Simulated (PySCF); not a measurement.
H3Ge, doublet, geometry from GFN2-xTB; DF-CAMB3LYP/aug-pcseg-1 (PySCF).

Here is a job for PySCF.
```python
from pyscf import gto, scf, dft

mol = gto.M(
    atom='''
Ge    0.00179994   -0.00070314    0.05733512
H    -0.82452945   -1.12293622   -0.60015589
H    -0.59484420    1.27006913   -0.57801941
H     1.36177550   -0.12463243   -0.65654847
''',
    basis='aug-pcseg-1',
    spin=1,
    verbose=3,
)

mf = dft.UKS(mol)
mf.xc = 'camb3lyp'
mf = mf.density_fit(auxbasis='def2-universal-jkfit')
mf.kernel()
mf.analyze()
```

Output, abridged:

```
converged SCF energy = -2078.62936680754  <S^2> = 0.75121657  2S+1 = 2.0012162
**** MO energy ****
                             alpha | beta                alpha | beta
MO #1   energy= -398.698734257559  | -398.697243777657  occ= 1 | 1
MO #2   energy= -49.7816610803258  | -49.7806814227024  occ= 1 | 1
MO #3   energy= -44.333911505942   | -44.3313448712587  occ= 1 | 1
MO #4   energy= -44.3319453018462  | -44.331261555991   occ= 1 | 1
MO #5   energy= -44.3319452980269  | -44.3312615520635  occ= 1 | 1
MO #6   energy= -6.2808883506524   | -6.27824357547505  occ= 1 | 1
MO #7   energy= -4.47825434984225  | -4.47283275939686  occ= 1 | 1
MO #8   energy= -4.4735545961167   | -4.47221319849302  occ= 1 | 1
MO #9   energy= -4.47355457580805  | -4.47221317779927  occ= 1 | 1
MO #10  energy= -1.30187928191459  | -1.29830227143846  occ= 1 | 1
MO #11  energy= -1.30187925330519  | -1.2983022629864   occ= 1 | 1
MO #12  energy= -1.3011389562295   | -1.29603326404461  occ= 1 | 1
MO #13  energy= -1.2971714496403   | -1.29507665526733  occ= 1 | 1
MO #14  energy= -1.29717144540539  | -1.2950766420263   occ= 1 | 1
MO #15  energy= -0.636874111327796 | -0.611003321261887 occ= 1 | 1
MO #16  energy= -0.405001285478221 | -0.394026832079653 occ= 1 | 1
MO #17  energy= -0.405001235129136 | -0.39402675627662  occ= 1 | 1
MO #18  energy= -0.300788950653935 | -0.0939984436095327 occ= 1 | 0
MO #19  energy= 0.00999694188450606 | 0.0101325470903522 occ= 0 | 0
MO #20  energy= 0.0350038333551905 | 0.035905208426829  occ= 0 | 0
MO #21  energy= 0.0350038957053172 | 0.03591150160125   occ= 0 | 0
MO #22  energy= 0.0455291955608392 | 0.0492083583816934 occ= 0 | 0
MO #23  energy= 0.0536408896385543 | 0.0558232483105668 occ= 0 | 0
MO #24  energy= 0.0536450074131906 | 0.0558418304138169 occ= 0 | 0
MO #25  energy= 0.0988002516971336 | 0.100130630530012  occ= 0 | 0
MO #26  energy= 0.10152821997561   | 0.109366981360174  occ= 0 | 0

To work with the spin densities directly, `use mulliken_meta_spin()` only printing them here.

 ** Mulliken spin pop alpha/beta on meta-lowdin orthogonal AOs **
 ** Mulliken Spin Density (per atom)  **
spin density of  0 Ge =      0.91057
spin density of  1 H =      0.02981
spin density of  2 H =      0.02981
spin density of  3 H =      0.02981
 ** Mulliken pop alpha/beta on meta-lowdin orthogonal AOs **
 ** Mulliken atomic charges   ( Nelec_alpha | Nelec_beta ) **
charge of  0Ge =      0.14274  (    16.38392     15.47334 )
charge of  1H =     -0.04758  (     0.53869      0.50889 )
charge of  2H =     -0.04758  (     0.53869      0.50889 )
charge of  3H =     -0.04758  (     0.53869      0.50889 )
Dipole moment(X, Y, Z, Debye):  0.01365, -0.00533,  0.43472
```
